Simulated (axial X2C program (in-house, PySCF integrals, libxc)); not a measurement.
# HRuF: properties at the nuclei

Computed with an axial X2C code built on PySCF integrals: two-component X2C with atomic mean-field Coulomb and Gaunt terms, Gaussian nuclei, basis H dyall-v3z, Ru dyall-v3z, F dyall-av3z with contracted cores.

H–Ru–F held linear, with bonds 1.686 and 1.910 Å (near the PBE0 minimum at charge 0 of the determinant lowest at the starting distance; the state shown can have its own minimum elsewhere, held linear; other orders of the atoms were not compared).

Input and command:
```json
{"zs": [1, 44, 9], "q": 0, "bas": ["dyall-v3z", "dyall-v3z", "dyall-av3z"], "r0": [1.57, 1.89], "symm": 0, "scan": ["PBE0", "HF", "r2SCAN"], "levels": ["PBE0", "HF", "BHandHLYP"], "nst": 2}
```
```bash
python solin.py task.json out
```

Keys: zs atomic numbers; q charge; bas basis sets; r0 starting distance in Å; symm equal bonds; scan levels of the two-bond scan; levels methods; nst determinants followed.

Determinant lowest in the PBE0 search, Ω = 4 (⟨Sz⟩ = 1.99, ⟨Lz⟩ = 2.01 at PBE0), spin on the atoms H -0.04, Ru 1.95, F 0.08:

```json
{"level": "PBE0", "Eeff magnitude (GV/cm)": "0.371", "Ws magnitude Ru (kHz)": "0.0798", "A∥/gI H (MHz)": "0.55", "qzz H (a.u.)": "0.10", "A∥/gI Ru (MHz)": "673", "qzz Ru (a.u.)": "-2.59", "A∥/gI F (MHz)": "-1.88", "qzz F (a.u.)": "0.38", "μ (D)": "-1.14"}
{"level": "HF", "Eeff magnitude (GV/cm)": "0.357", "Ws magnitude Ru (kHz)": "0.0856", "A∥/gI H (MHz)": "-2.59", "qzz H (a.u.)": "0.12", "A∥/gI Ru (MHz)": "472", "qzz Ru (a.u.)": "-3.10", "A∥/gI F (MHz)": "4.75", "qzz F (a.u.)": "0.49", "μ (D)": "-1.48"}
{"level": "BHandHLYP", "Eeff magnitude (GV/cm)": "0.19", "Ws magnitude Ru (kHz)": "0.0576", "A∥/gI H (MHz)": "0.0185", "qzz H (a.u.)": "0.11", "A∥/gI Ru (MHz)": "600", "qzz Ru (a.u.)": "-2.76", "A∥/gI F (MHz)": "1.52", "qzz F (a.u.)": "0.42", "μ (D)": "-1.33"}
```

Determinant 0.60 eV from it at PBE0 and this distance, Ω = 3 (⟨Sz⟩ = 1.99, ⟨Lz⟩ = 1.01 at PBE0), spin on the atoms H -0.02, Ru 1.95, F 0.06:

```json
{"level": "PBE0", "Eeff magnitude (GV/cm)": "0.00331", "Ws magnitude Ru (kHz)": "0.0344", "A∥/gI H (MHz)": "0.281", "qzz H (a.u.)": "0.10", "A∥/gI Ru (MHz)": "718", "qzz Ru (a.u.)": "-7.58", "A∥/gI F (MHz)": "33.6", "qzz F (a.u.)": "0.60", "μ (D)": "-1.14"}
{"level": "HF", "Eeff magnitude (GV/cm)": "0.092", "Ws magnitude Ru (kHz)": "0.0597", "A∥/gI H (MHz)": "-3.39", "qzz H (a.u.)": "0.11", "A∥/gI Ru (MHz)": "474", "qzz Ru (a.u.)": "-7.94", "A∥/gI F (MHz)": "22", "qzz F (a.u.)": "0.63", "μ (D)": "-1.48"}
{"level": "BHandHLYP", "Eeff magnitude (GV/cm)": "0.0524", "Ws magnitude Ru (kHz)": "0.0277", "A∥/gI H (MHz)": "-0.472", "qzz H (a.u.)": "0.10", "A∥/gI Ru (MHz)": "652", "qzz Ru (a.u.)": "-7.68", "A∥/gI F (MHz)": "29.7", "qzz F (a.u.)": "0.61", "μ (D)": "-1.34"}
```

Eeff is the effective electric field on the electron electric dipole moment in this Ω state and Ws the scalar–pseudoscalar constant of the nucleus named (defined with the proton number Z and per Ω); A∥ (defined per Ω) follows by multiplying with gI = μI/(I μN); qzz is the electric field gradient, eQq0 = 234.96 MHz × Q/barn × qzz; μ is positive if the F end (last atom) is positive. The operators were transformed with the bare-nucleus X2C matrices; with these basis sets, hyperfine constants and field gradients can be off by tens of per cent, and where levels differ in sign neither size nor sign is settled.

(1) With gI(101Ru) = -0.2880, Q(101Ru) = 0.457 barn (g factors from the IAEA table of nuclear moments by Stone; Q from Pyykkö, Mol. Phys. 2018), turn the PBE0 values of the first state into constants in MHz.

The molecule was held linear; bending was not examined, so a bent shape may lie lower.

Each state is one determinant with collinear spin, which with several unpaired electrons need not be a pure state. Unrestricted Hartree–Fock can overshoot spin polarisation at the nuclei. In the state Ω = 3 the sign of Eeff differs between levels (BHandHLYP against PBE0). With several open shells hyperfine constants can be off by a factor of several. Where Eeff spreads by more than a factor of two the levels disagree and none is to be relied on. Open-shell Ω = 0 determinants with evenly filled partner blocks cannot be reached by this program, so the Ω shown need not be the lowest component. The search compared states at one distance, so a state with another bond length can lie lower. Where a field gradient or hyperfine factor spreads by more than a factor of two over the levels, a constant derived from it is not to be relied on. PBE0 term energies can be off by some tenths of an eV.

Results:

(1) A∥(101Ru) = 673 × -0.2880 = -194 MHz; eQq0(101Ru) = 234.96 × (0.457) × (-2.59) = -278 MHz.
